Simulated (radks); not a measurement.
Q: These are the eigenvalues of the occupied orbitals of an atom or ion with whole-number occupations (eV). Method: scalar-relativistic Kohn-Sham, PBE, spin-polarised, spherical densities, finite nucleus; Fermi nuclear charge, rms radius of each element as measured or else 0.836 A^(1/3) + 0.57 fm; computed with a radial shooting solver on a logarithmic mesh with Libxc functionals.

1s up: -35833.63
1s down: -35833.45
2s up: -5651.648
2s down: -5651.561
2p up: -5073.832
2p down: -5073.678
3s up: -1203.636
3s down: -1203.480
3p up: -1017.657
3p down: -1017.478
3d up: -744.6213
3d down: -744.4495
4s up: -256.1836
4s down: -255.8121
4p up: -196.6708
4p down: -196.2791
4d up: -110.0035
4d down: -109.4356
5s up: -60.0493
5s down: -56.9605
5p up: -45.1179
6p up: -17.6766

Which element is it, and in what charge state? The configuration may be excited. Open shells, if any, are filled with parallel spins first.

A: Z = 55, caesium, charge +3: Cs3+ in [Kr] 4d10 5s2 5p3 6p1. The list shows which subshells hold electrons but not how many an open one holds; the 1s level, -1316.9 hartree, gives Z - s = 51.3 by -(Z - s)^2/2, which with screening and relativity narrows Z to a few neighbours, and the depths of the outer levels then fix element, charge and occupations together.
